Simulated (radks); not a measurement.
Effect of the nuclear size on the potassium ion K2+, [Ne] 3s2 3p5. Calculated with a radial shooting solver on a logarithmic mesh with Libxc functionals: Dirac Kohn-Sham, PBE, spin-unpolarised, spherical densities, finite nucleus; open shells are shared between the two j in proportion to 2j + 1; Fermi nuclear charge, rms radius 3.4349 fm. The rms radius is varied about that value; shifts are against it.

| rms radius (fm) | total energy shift (eV) | density at nucleus (e/bohr^3) | 1s1/2 shift (meV) | 2s1/2 shift (meV) | 2p1/2 shift (meV) |
|---|---|---|---|---|---|
| 2.9403 | -0.00631 | 5213 | -2.66 | -0.206 | 0.033 |
| 3.1429 | -0.00384 | 5205 | -1.62 | -0.125 | 0.020 |
| 3.4349 | 0 | 5194 | 0.000 | 0.000 | 0.000 |
| 3.5826 | 0.00207 | 5189 | 0.872 | 0.068 | -0.011 |
| 4.1425 | 0.0107 | 5171 | 4.50 | 0.349 | -0.055 |

Slopes of the eigenvalues against <r^2> in GHz/fm^2, as finite differences over the two radii next to the reference (eigenvalue slopes, not the field-shift constants of lines): 1s1/2 204, 2s1/2 15.8, 2p1/2 -2.50.
